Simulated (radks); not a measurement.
Question: Valence configurations of neutral silver (all share [Kr]). All-electron calculation, scalar-relativistic Kohn-Sham, PBE, spin-polarised, spherical densities, point nucleus; open shells are filled with parallel spins first (spin-orbit coupling, left out, can overturn this in heavy ions). Program: a radial shooting solver on a logarithmic mesh with Libxc functionals. Order these by energy: 4d8 5s1 5p2; 4d8.5 5s1.5 5p1; 4d9 5s2; 4d9 5p2; 4d9.5 5s1 5p0.5; 4d10 5p1; 4d7 5s1 5p3; 4d9 5s1 5p1; 4d10 5s0.5 5p0.5; 4d10 5s1.

Answer: From the lowest, in eV above it: 4d10 5s1 0.000; 4d10 5s0.5 5p0.5 1.916; 4d9.5 5s1 5p0.5 3.537; 4d10 5p1 3.912; 4d9 5s2 4.092; 4d9 5s1 5p1 7.815; 4d8.5 5s1.5 5p1 11.037; 4d9 5p2 12.700; 4d8 5s1 5p2 18.525; 4d7 5s1 5p3 32.083. NIST lists [Kr] 4d10 5s1 as the ground configuration; this level of theory agrees among the configurations tried. The energies are those of spherical high-spin densities, not of single terms.
